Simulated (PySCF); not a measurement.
C2H8Sn, SMILES [CH3][SnH2][CH3].

Coordinates come from a B3LYP-D3(BJ)/def2-SVP optimisation. The def2 effective core potentials stand for the cores of Sn; spin–orbit coupling is left out.

Method: C-PCM-ωB97X/def2-SVP (PySCF).

The values are the electrostatic part of the solvation free energy, E(continuum) − E(gas) at the gas-phase geometry, in a cavity of scaled van der Waals radii (PySCF's table); cavitation and dispersion terms are not included. A continuum can't describe solvent molecules that bind to the metal. In vacuum the orbital gap is 13.22 eV. The dipole moment in vacuum is 0.71 D.

Task: Estimate the values in water (ε = 78.36), methanol (ε = 32.61), 2-propanol (ε = 19.26). (Estimate from the structure and the level; the computed values follow.)

Result: 
| solvent | ε | ΔG(elec) (kcal/mol) | dipole (D) | gap (eV) |
|---|---|---|---|---|
| water | 78.36 | -1.0 | 0.96 | 13.19 |
| methanol | 32.61 | -0.9 | 0.96 | 13.20 |
| 2-propanol | 19.26 | -0.9 | 0.95 | 13.20 |
